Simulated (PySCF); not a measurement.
## SnO: script and output

The script input.py:

```python
from pyscf import gto, scf

mol = gto.M(
    atom='Sn 0 0 0; O 0 0 1.755',
    basis='lanl2dz',
    ecp={'Sn': 'lanl2dz'},
    charge=0,
    spin=0,
    verbose=4,
)
mf = scf.RHF(mol)
mf.kernel()
mf.stability(internal=True, external=True)
mf.dip_moment()
print('orbital energies (hartree):', mf.mo_energy[..., max(0, mol.nelec[1]-3):mol.nelec[0]+3].round(4))
```

```bash
$ OMP_NUM_THREADS=1 python input.py
```

Output (some set-up lines removed):

```
PySCF version 2.14.0

[INPUT] Symbol           X                Y                Z      unit          X                Y                Z       unit  Magmom
[INPUT]  1 Sn     0.000000000000   0.000000000000   0.000000000000 AA    0.000000000000   0.000000000000   0.000000000000 Bohr   0.0
[INPUT]  2 O      0.000000000000   0.000000000000   1.755000000000 AA    0.000000000000   0.000000000000   3.316469348612 Bohr   0.0

nuclear repulsion = 9.64881524184616
number of shells = 9
number of NR pGTOs = 37
number of NR cGTOs = 17
basis = lanl2dz
ecp = {'Sn': 'lanl2dz'}

******** <class 'pyscf.scf.hf.RHF'> ********
method = RHF
initial guess = minao
damping factor = 0
level_shift factor = 0
DIIS = <class 'pyscf.scf.diis.CDIIS'>
SCF conv_tol = 1e-09
SCF max_cycles = 50
Initial guess from minao.
init E= -70.6582577976762
  HOMO = -0.164287840742311  LUMO = 0.0629677272515759  gap/eV = 6.18394
cycle= 1 E= -77.8365559634996  delta_E= -7.18  |g|= 0.935  |ddm|= 2.78
  HOMO = -0.145574974083402  LUMO = 0.0484990307787925  gap/eV = 5.28102
cycle= 2 E= -77.3617677600369  delta_E= 0.475  |g|=  1.7  |ddm|= 1.83
  HOMO = -0.379204438276273  LUMO = 0.00320048748687165  gap/eV = 10.40577
cycle= 3 E= -78.0738990313768  delta_E= -0.712  |g|= 0.0596  |ddm|= 1.16
  HOMO = -0.3832947259039  LUMO = 0.0168935265558083  gap/eV = 10.88968
cycle= 4 E= -78.0755492153139  delta_E= -0.00165  |g|= 0.0127  |ddm|= 0.101
  HOMO = -0.383539959683764  LUMO = 0.0192127551297323  gap/eV = 10.95946
cycle= 5 E= -78.0756087640096  delta_E= -5.95e-05  |g|= 0.00216  |ddm|= 0.0194
  HOMO = -0.383981203921632  LUMO = 0.0188884891707686  gap/eV = 10.96264
cycle= 6 E= -78.0756108415068  delta_E= -2.08e-06  |g|= 0.000337  |ddm|= 0.00378
  HOMO = -0.384050461810942  LUMO = 0.018893215946111  gap/eV = 10.96466
cycle= 7 E= -78.07561095083  delta_E= -1.09e-07  |g|= 0.000166  |ddm|= 0.000705
  HOMO = -0.38410476579779  LUMO = 0.0188996916800432  gap/eV = 10.96631
cycle= 8 E= -78.0756109772396  delta_E= -2.64e-08  |g|= 2.22e-05  |ddm|= 0.000516
  HOMO = -0.384112581708077  LUMO = 0.0188984029279401  gap/eV = 10.96649
cycle= 9 E= -78.0756109781377  delta_E= -8.98e-10  |g|= 3.27e-06  |ddm|= 0.000116
  HOMO = -0.384112876864185  LUMO = 0.0188983251364642  gap/eV = 10.96649
Extra cycle  E= -78.0756109781493  delta_E= -1.17e-11  |g|= 1.64e-06  |ddm|= 8.08e-06
converged SCF energy = -78.0756109781493
rhf_internal: lowest eigs of H = [0.42876621 0.42876847 0.61495337]
<class 'pyscf.scf.hf.RHF'> wavefunction is stable in the internal stability analysis
rhf_real2complex: lowest eigs of H = [0.07873029 0.12132102 0.12132168]
<class 'pyscf.scf.hf.RHF'> wavefunction is stable in the real -> complex stability analysis
rhf_external: lowest eigs of H = [-0.01080059  0.03996629  0.03997983]
<class 'pyscf.scf.hf.RHF'> wavefunction has an RHF/RKS -> UHF/UKS instability
Dipole moment(X, Y, Z, Debye): -0.00000, -0.00000, -5.55990
orbital energies (hartree): [-0.4051 -0.4051 -0.3841  0.0189  0.0189  0.1343]
```

In short: E(SCF) = -78.075611 Eh, 9 cycles, μz(SCF) = -5.56 D, internal stable; real -> complex stable; RHF/RKS -> UHF/UKS unstable.

It ran on Intel Xeon 6975P-C (1 thread, shared host) in 0.54 s.

The stability test finds a lower solution, so these numbers belong to a saddle point. The bond length is a typed value, not an optimised one.
